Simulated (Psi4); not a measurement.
Input for Psi4: SAPT0/jun-cc-pV(D+d)Z on CH3BO (a complex), monomers drawn apart or pushed together.

```
memory 2025 MB

molecule dimer {
0 1
B     0.05092971   -0.01422898    0.50933895
H     0.35862152    1.07006016    0.11994969
H     0.91233479   -0.82054991    0.33790774
H    -1.00059855   -0.37162160    0.07540596
--
0 1
C    -0.27288078    0.20789004    3.25423418
O    -0.14073534    0.11759002    2.13306425
units angstrom
symmetry c1
no_reorient
no_com
}

set {
  basis jun-cc-pV(D+d)Z
  scf_type df
  freeze_core true
}

energy('sapt0')
```

Program output:

```
[...]
==> Input File <==

--------------------------------------------------------------------------
memory 2025 MB

molecule dimer {
0 1
B     0.05092971   -0.01422898    0.50933895
H     0.35862152    1.07006016    0.11994969
H     0.91233479   -0.82054991    0.33790774
H    -1.00059855   -0.37162160    0.07540596
--
0 1
C    -0.27288078    0.20789004    3.25423418
O    -0.14073534    0.11759002    2.13306425
units angstrom
symmetry c1
no_reorient
no_com
}

set {
  basis jun-cc-pV(D+d)Z
  scf_type df
  freeze_core true
}

energy('sapt0')
--------------------------------------------------------------------------


   => Loading Basis Set <=

    Name: JUN-CC-PV(D+D)Z
    Role: ORBITAL
    Keyword: BASIS
    atoms 1   entry B          line   154 file jun-cc-pv_dpd_z.gbs
    atoms 2-4 entry H          line    60 file jun-cc-pv_dpd_z.gbs
    atoms 5   entry C          line   188 file jun-cc-pv_dpd_z.gbs
    atoms 6   entry O          line   256 file jun-cc-pv_dpd_z.gbs

   => Loading Basis Set <=

    Name: JUN-CC-PV(D+D)Z
    Role: ORBITAL
    Keyword: BASIS
    atoms 1   entry B          line   154 file jun-cc-pv_dpd_z.gbs
    atoms 2-4 entry H          line    60 file jun-cc-pv_dpd_z.gbs
    atoms 5   entry C          line   188 file jun-cc-pv_dpd_z.gbs
    atoms 6   entry O          line   256 file jun-cc-pv_dpd_z.gbs


  //>>>>>>>>>>>>>>>>>>>>>>>>>>>>>>>>>>>//
  //              Dimer HF             //
  //<<<<<<<<<<<<<<<<<<<<<<<<<<<<<<<<<<<//

   => Libint2 <=

    Primary   basis highest AM E, G, H:  7, 6, 3
    Auxiliary basis highest AM E, G, H:  7, 7, 4
    Onebody   basis highest AM E, G, H:  -, -, -
    Solid Harmonics ordering:            Gaussian


   => Loading Basis Set <=

    Name: JUN-CC-PV(D+D)Z
    Role: ORBITAL
    Keyword: BASIS
    atoms 1   entry B          line   154 file jun-cc-pv_dpd_z.gbs
    atoms 2-4 entry H          line    60 file jun-cc-pv_dpd_z.gbs
    atoms 5   entry C          line   188 file jun-cc-pv_dpd_z.gbs
    atoms 6   entry O          line   256 file jun-cc-pv_dpd_z.gbs


         ---------------------------------------------------------
                                   SCF
               by Justin Turney, Rob Parrish, Andy Simmonett
                          and Daniel G. A. Smith
                              RHF Reference
                        1 Threads,   1931 MiB Core
         ---------------------------------------------------------

  ==> Geometry <==

    Molecular point group: c1
    Full point group: C1

    Geometry (in Angstrom), charge = 0, multiplicity = 1:

       Center              X                  Y                   Z               Mass
    ------------   -----------------  -----------------  -----------------  -----------------
         B            0.050929710000    -0.014228980000     0.509338950000    11.009305360000
         H            0.358621520000     1.070060160000     0.119949690000     1.007825032230
         H            0.912334790000    -0.820549910000     0.337907740000     1.007825032230
         H           -1.000598550000    -0.371621600000     0.075405960000     1.007825032230
         C           -0.272880780000     0.207890040000     3.254234180000    12.000000000000
         O           -0.140735340000     0.117590020000     2.133064250000    15.994914619570

  Running in c1 symmetry.

  Rotational constants: A =      4.08897  B =      0.08158  C =      0.08152 [cm^-1]
  Rotational constants: A = 122584.34269  B =   2445.75886  C =   2443.81546 [MHz]
  Nuclear repulsion =   56.955209677177223

  Charge       = 0
  Multiplicity = 1
  Electrons    = 22
  Nalpha       = 11
  Nbeta        = 11

  ==> Algorithm <==

  SCF Algorithm Type is DF.
  DIIS enabled.
  MOM disabled.
  Fractional occupation disabled.
  Guess Type is SAD.
  Energy threshold   = 1.00e-08
  Density threshold  = 1.00e-08
  Integral threshold = 1.00e-12

  ==> Primary Basis <==

  Basis Set: JUN-CC-PV(D+D)Z
    Blend: JUN-CC-PV(D+D)Z
    Number of shells: 33
    Number of basis functions: 69
    Number of Cartesian functions: 72
    Spherical Harmonics?: true
    Max angular momentum: 2

   => Loading Basis Set <=

    Name: (JUN-CC-PV(D+D)Z AUX)
    Role: JKFIT
    Keyword: DF_BASIS_SCF
    atoms 1   entry B          line    90 file jun-cc-pvdz-jkfit.gbs
    atoms 2-4 entry H          line    70 file jun-cc-pvdz-jkfit.gbs
    atoms 5   entry C          line   146 file jun-cc-pvdz-jkfit.gbs
    atoms 6   entry O          line   258 file jun-cc-pvdz-jkfit.gbs

  ==> Integral Setup <==

  DFHelper Memory: AOs need 0.012 GiB; user supplied 1.414 GiB.
  SCF_SUBTYPE=INCORE selected. In-core MEM_DF algorithm will be used.
  Using in-core AOs.

  ==> MemDFJK: Density-Fitted J/K Matrices <==

    J tasked:                   Yes
    K tasked:                   Yes
    wK tasked:                   No
    OpenMP threads:               1
    Algorithm:                 Core
    Schwarz Cutoff:           1E-12
    Mask sparsity (%):       0.0000
    Fitting Condition
[...]
  7 ]
    NB   [     7 ]

  @DF-RHF Final Energy:  -112.75350214103462

   => Energetics <=

    Nuclear Repulsion Energy =             22.4279836300564845
    One-Electron Energy =                -197.9125529719512144
    Two-Electron Energy =                  62.7310672008601244
    Total Energy =                       -112.7535021410346161

Computation Completed


Properties will be evaluated at   0.000000,   0.000000,   0.000000 [a0]

Properties computed using the SCF density matrix


 Multipole Moments:

 ------------------------------------------------------------------------------------
     Multipole            Electronic (a.u.)      Nuclear  (a.u.)        Total (a.u.)
 ------------------------------------------------------------------------------------

 L = 1.  Multiply by 2.5417464519 to convert [e a0] to [Debye]
 Dipole X            :          5.2088324           -5.2216296           -0.0127972
 Dipole Y            :         -4.1261001            4.1348349            0.0087348
 Dipole Z            :        -69.0363188           69.1449260            0.1086072
 Magnitude           :                                                    0.1097069

 ------------------------------------------------------------------------------------

  Constructing Basis Sets for SAPT...

   => Loading Basis Set <=

    Name: (JUN-CC-PV(D+D)Z AUX)
    Role: RIFIT
    Keyword: DF_BASIS_SAPT
    atoms 1   entry B          line    56 file jun-cc-pvdz-ri.gbs
    atoms 2-4 entry H          line    30 file jun-cc-pvdz-ri.gbs
    atoms 5   entry C          line   100 file jun-cc-pvdz-ri.gbs
    atoms 6   entry O          line   188 file jun-cc-pvdz-ri.gbs

   => Loading Basis Set <=

    Name: (JUN-CC-PV(D+D)Z AUX)
    Role: JKFIT
    Keyword: DF_BASIS_ELST
    atoms 1   entry B          line    90 file jun-cc-pvdz-jkfit.gbs
    atoms 2-4 entry H          line    70 file jun-cc-pvdz-jkfit.gbs
    atoms 5   entry C          line   146 file jun-cc-pvdz-jkfit.gbs
    atoms 6   entry O          line   258 file jun-cc-pvdz-jkfit.gbs


  //>>>>>>>>>>>>>>>>>>>>>>>>>>>>>>>>>>>//
  //               SAPT0               //
  //<<<<<<<<<<<<<<<<<<<<<<<<<<<<<<<<<<<//



        SAPT0
    Ed Hohenstein
     6 June 2009

      Orbital Information
  --------------------------
    NSO        =        69
    NMO        =        69
    NRI        =       237
    NRI (Elst) =       306
    NOCC A     =         4
    NOCC B     =         7
    FOCC A     =         1
    FOCC B     =         2
    NVIR A     =        65
    NVIR B     =        62

    Elst10,r            =    -0.041795984167 [Eh]
    Exch10              =     0.100554425827 [Eh]
    Exch10 (S^2)        =     0.097638824834 [Eh]

    Maxiter = 50
    CPHF R converge = 1.000000E-08

    Iter     Energy [mEh]          dE [mEh]         Residual      Time [s]
       1     -20.34395459      20.343954586     2.137208e-02             0
       2     -24.71869729       4.374742708     2.957074e-03             0
       3     -24.56152800      -0.157169299     5.360193e-04             0
       4     -24.57250206       0.010974065     5.216999e-05             0
       5     -24.57364304       0.001140984     9.425265e-06             0
       6     -24.57339693      -0.000246111     1.358719e-06             0
       7     -24.57342044       0.000023510     4.281177e-07             0
       8     -24.57341640      -0.000004041     1.425331e-07             0
       9     -24.57341684       0.000000437     2.676298e-08             0
      10     -24.57341685       0.000000013     1.836355e-09             0

    CHF Iterations converged

    Maxiter = 50
    CPHF R converge = 1.000000E-08

    Iter     Energy [mEh]          dE [mEh]         Residual      Time [s]
       1     -43.25402840      43.254028395     5.855329e-02             0
       2     -46.50733836       3.253309964     2.391723e-02             0
       3     -51.62553134       5.118192982     4.243238e-03             0
       4     -51.69672729       0.071195946     7.394354e-04             0
       5     -51.61712616      -0.079601123     1.008015e-04             0
       6     -51.62244496       0.005318795     2.512785e-05             0
       7     -51.62177500      -0.000669955     4.357173e-06             0
       8     -51.62181272       0.000037716     4.450493e-07             0
       9     -51.62181723       0.000004507     5.617325e-08             0
      10     -51.62181536      -0.000001863     1.645021e-08             0
      11     -51.62181584       0.000000473     4.451763e-09             0

    CHF Iterations converged

    Ind20,r (A<-B)      =    -0.024573416852 [Eh]
    Ind20,r (B<-A)      =    -0.051621815837 [Eh]
    Ind20,r             =    -0.076195232689 [Eh]
    Exch-Ind20,r (A<-B) =     0.023792785781 [Eh]
    Exch-Ind20,r (B<-A) =     0.020568123898 [Eh]
    Exch-Ind20,r        =     0.044360909679 [Eh]
    Disp20              =    -0.018200570358 [Eh]
    Disp20 (SS)         =    -0.009100285179 [Eh]
    Disp20 (OS)         =    -0.009100285179 [Eh]
    Exch-Disp20         =     0.003029204176 [Eh]
    Exch-Disp20 (SS)    =     0.001386377010 [Eh]
    Exch-Disp20 (OS)    =     0.001642827166 [Eh]

    SAPT Results
  --------------------------------------------------------------------------------------------------------
    Electrostatics                -41.79598417 [mEh]     -26.22737603 [kcal/mol]    -109.73534131 [kJ/mol]
      Elst10,r                    -41.79598417 [mEh]     -26.22737603 [kcal/mol]    -109.73534131 [kJ/mol]

    Exchange                      100.55442583 [mEh]      63.09885484 [kcal/mol]     264.00560864 [kJ/mol]
      Exch10                      100.55442583 [mEh]      63.09885484 [kcal/mol]     264.00560864 [kJ/mol]
      Exch10(S^2)                  97.63882483 [mEh]      61.26928759 [kcal/mol]     256.35069929 [kJ/mol]

    Induction                     -51.28270228 [mEh]     -32.18038152 [kcal/mol]    -134.64271629 [kJ/mol]
      Ind20,r                     -76.19523269 [mEh]     -47.81323037 [kcal/mol]    -200.05055586 [kJ/mol]
      Exch-Ind20,r                 44.36090968 [mEh]      27.83689109 [kcal/mol]     116.46955232 [kJ/mol]
      delta HF,r (2)              -19.44837927 [mEh]     -12.20404224 [kcal/mol]     -51.06171274 [kJ/mol]

    Dispersion                    -15.17136618 [mEh]      -9.52017601 [kcal/mol]     -39.83241642 [kJ/mol]
      Disp20                      -18.20057036 [mEh]     -11.42103033 [kcal/mol]     -47.78559089 [kJ/mol]
      Exch-Disp20                   3.02920418 [mEh]       1.90085432 [kcal/mol]       7.95317447 [kJ/mol]
      Disp20 (SS)                  -9.10028518 [mEh]      -5.71051516 [kcal/mol]     -23.89279545 [kJ/mol]
      Disp20 (OS)                  -9.10028518 [mEh]      -5.71051516 [kcal/mol]     -23.89279545 [kJ/mol]
      Exch-Disp20 (SS)              1.38637701 [mEh]       0.86996471 [kcal/mol]       3.63993234 [kJ/mol]
      Exch-Disp20 (OS)              1.64282717 [mEh]       1.03088961 [kcal/mol]       4.31324213 [kJ/mol]

  Total HF                          7.47573938 [mEh]       4.69109728 [kcal/mol]      19.62755104 [kJ/mol]
  Total SAPT0                      -7.69562680 [mEh]      -4.82907873 [kcal/mol]     -20.20486539 [kJ/mol]

  Special recipe for scaled SAPT0 (see Manual):
    Electrostatics sSAPT0         -41.79598417 [mEh]     -26.22737603 [kcal/mol]    -109.73534131 [kJ/mol]
    Exchange sSAPT0               100.55442583 [mEh]      63.09885484 [kcal/mol]     264.00560864 [kJ/mol]
    Induction sSAPT0              -47.18885899 [mEh]     -29.61145607 [kcal/mol]    -123.89433221 [kJ/mol]
    Dispersion sSAPT0             -14.89181630 [mEh]      -9.34475581 [kcal/mol]     -39.09845830 [kJ/mol]
  Total sSAPT0                     -3.32223363 [mEh]      -2.08473307 [kcal/mol]      -8.72252319 [kJ/mol]
  --------------------------------------------------------------------------------------------------------



*** Psi4 exiting successfully. Buy a developer a beer!
```

The run finished.

Cost: very roughly 6 core-seconds.
